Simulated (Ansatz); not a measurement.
Molecule: CAuO, net charge 0, doublet state. The spin state was set by rule; other spins were not relaxed. 
Structure (B3LYP-D3(BJ)/def2-TZVP (Ansatz, a first-principles code) minimum search):
```xyz
3

Au    -0.2354    -0.2309    -0.2070
O      1.7288     1.3581     1.4415
C      0.7949     1.2293     0.8037
```
Charge 0, spin multiplicity 2.

Wanted: atomisation energy (electronic, to ground-state atoms), in kcal/mol. Valence correlation only, unless marked. UHF or UKS for open shells. No spin-orbit coupling. The frozen core is the preceding noble-gas configuration, with the filled d and f shells of earlier blocks. Past Kr the def2 sets carry scalar-relativistic core potentials. The coupled-cluster limit lacks core correlation, which all-electron functionals hold. CBS marks a two-point X^-3 extrapolation of the correlation energy; Hartree-Fock from the larger set. [CCSD(T)-MP2]/basis is that difference in the basis named.

```csv
level,program,atomisation energy (kcal/mol)
revPBE-D4/def2-TZVPD,Ansatz + dftd4,(withheld)
B3LYP-D3(BJ)/def2-TZVPD,Ansatz + dftd3,267.1
PBE0/def2-QZVPP,Ansatz,(withheld)
CAM-B3LYP-D4/def2-TZVPD,Ansatz + dftd4,266.2
LC-wPBE/def2-TZVPD,Ansatz,(withheld)
B2PLYP-D3(BJ)/def2-TZVPD,Ansatz + dftd3,268.6
B2PLYP-D4/def2-TZVPD,Ansatz + dftd4,268.3
"RI-MP2/CBS(def2-TZVPPD,def2-QZVPPD)+[CCSD(T)-MP2]/def2-TZVPPD",Ansatz,267.1
```

Q: Complete the blanks.

A: 
- revPBE-D4/def2-TZVPD, atomisation energy (kcal/mol): 278.2
- PBE0/def2-QZVPP, atomisation energy (kcal/mol): 269.6
- LC-wPBE/def2-TZVPD, atomisation energy (kcal/mol): 266.0
